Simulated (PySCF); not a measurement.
**Substituent effects on chemical shifts**

Parent skeleton `[CH3:1][O:2][SiH:3]([Cl:4])[SiH2:5][CH2:6][Cl:7]`; one hydrogen on atom 6 is replaced by X. Hydrogens on one atom are averaged.

How the numbers were obtained: PBE0/pcSseg-1 with gauge-including orbitals, GFN2-xTB geometry, in PySCF 2.14 (averaged over atoms made equivalent by symmetry, fast rotation or ring inversion, isolated molecule, no relativistic terms, one conformer).

Chemical shifts δ = σref − σ; ¹³C (186.93 ppm) and ²⁹Si (349.16 ppm) and ¹H (31.72 ppm) against TMS; ¹⁷O (336.08 ppm) against H2O; ³⁵Cl (949.78 ppm) vs HCl, all at this level.

Q: Give δ (ppm) for X = CH2Cl, propynyl, Cl, C2H5, ethynyl.

A: 
```csv
X,SMILES,C1,O2,Si3,Cl4,Si5,C6,Cl7,H(C1),H(Si3)
CH2Cl,CO[Si@@H](Cl)[SiH2][C@H](Cl)CCl,52.6,36.7,0.9,26.9,-58.5,46.1,138.1,3.84,6.10
propynyl,CC#C[C@@H](Cl)[SiH2][Si@H](Cl)OC,52.2,44.2,-3.8,55.5,-65.8,37.6,192.9,3.92,5.70
Cl,CO[Si@@H](Cl)[SiH2]C(Cl)Cl,52.6,35.4,-2.5,30.8,-47.6,69.9,241.1,3.83,6.00
C2H5,CC[C@@H](Cl)[SiH2][Si@H](Cl)OC,52.7,36.5,1.9,27.5,-57.4,51.6,112.8,3.84,6.12
ethynyl,C#C[C@@H](Cl)[SiH2][Si@H](Cl)OC,52.4,35.6,-0.2,30.0,-53.3,36.7,196.8,3.83,6.05
```

Q: Which position responds most, and to which substituents?

A: Cl7: from 112.8 ppm with C2H5 to 241.1 ppm with Cl.

Experimental scales use liquid or dissolved standards, which lie at an offset from isolated H2O (liquid H2O: subtract about 36 ppm).
